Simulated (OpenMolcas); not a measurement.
Tl+: effect of the level shift or regulariser

```
Program             : OpenMolcas
Basis               : ANO-R2 [8s7p5d3f1g]
Scalar Hamiltonian  : X2C, finite nucleus
Active space        : 2 electrons in 4 orbitals (6s 6p)
State averaging     : 2S+1 = 3 even, 3 roots; 2S+1 = 1 even, 7 roots; 2S+1 = 3 odd, 3 roots; 2S+1 = 1 odd, 3 roots
Spin-orbit coupling : RASSI with atomic mean-field integrals over the reference wave functions, term energies averaged over their components
```

Methods on the same reference wave functions:
A. CASSCF
B. MS-CASPT2, IPEA 0.25 Eh, imaginary shift 0.1 Eh (closed shells correlated: 5d)
C. MS-CASPT2, IPEA 0.25 Eh, imaginary shift 0.3 Eh (closed shells correlated: 5d)

Energies in cm-1 above 6s2 1S0, the measured ground level; measured values from NIST Handbook of Basic Atomic Spectroscopic Data.

```
         Level       A       B       C  Measured
       6s2 1S0     0.0     0.0     0.0       0.0
   6s 6p 3P* 0   44130   52160   52130     49451
   6s 6p 3P* 1   46819   54710   54670     52394
   6s 6p 3P* 2   53438   61470   61430     61728
   6s 6p 1P* 1   74986   75910   75890     75663
       6p2 3P0  114920  123460  123440          
       6p2 3P1  120006  129120  129080          
6p2 3P2 [53 %]  123416  131060  131150          
6p2 1D2 [53 %]  132868  139330  139440          
       6p2 1S0  147530  150830  150950
```

Deviations, from unrounded energies. A percentage is the sum of absolute deviations over the sum of measured energies, with the sign that they share, or ± where signs differ.

```json
{"Against measurement": "mean absolute deviation (cm-1)", "Levels": "4", "A": "5000", "B": "1400", "C": "1400"}
{"Against measurement": "other configurations (%)", "Levels": "4", "A": "-8.3", "B": "±2.3", "C": "±2.3"}
```

B, C lie about equally close to measurement and A furthest from it. The largest miss of C in the table is 6s 6p 3P* 0, by +2700 cm-1. The ranking rests on the paired levels alone, and a cruder setting can come out closer through cancelling errors.

Between B and C the level of the table that moves most is 6p2 1S0, by 120 cm-1 (lowest in B, highest in C). Moves below CASPT2's spread within the term are not significant.

The mean deviations of B to C differ by less than CASPT2's widest spread within a term (18 cm-1), so their order carries little weight.

The lowest spin-free term lies below A's lowest term by 0.409 hartree in B, 0.409 hartree in C.

CASPT2 does not keep the components of a term degenerate, so their means are used; among the terms shown or strongly mixed into the levels shown the widest spread is 18 cm-1 (6p2 1D, B). The ¹D term of p² mixes with s d, which this space lacks. Spin-orbit splittings of 6p shells tend to come out small when the coupling is added on scalar orbitals. Computed and measured levels are paired by configuration, term and J; levels that our copy of the source lacks, or whose pairing is in doubt (as where it misses far off the trend of its configuration), stay unpaired and out of the deviations. Only configurations of the active space appear.

A share in square brackets marks a mixed level and gives the weight of the term that names it, the lowest over the columns. * marks odd parity.
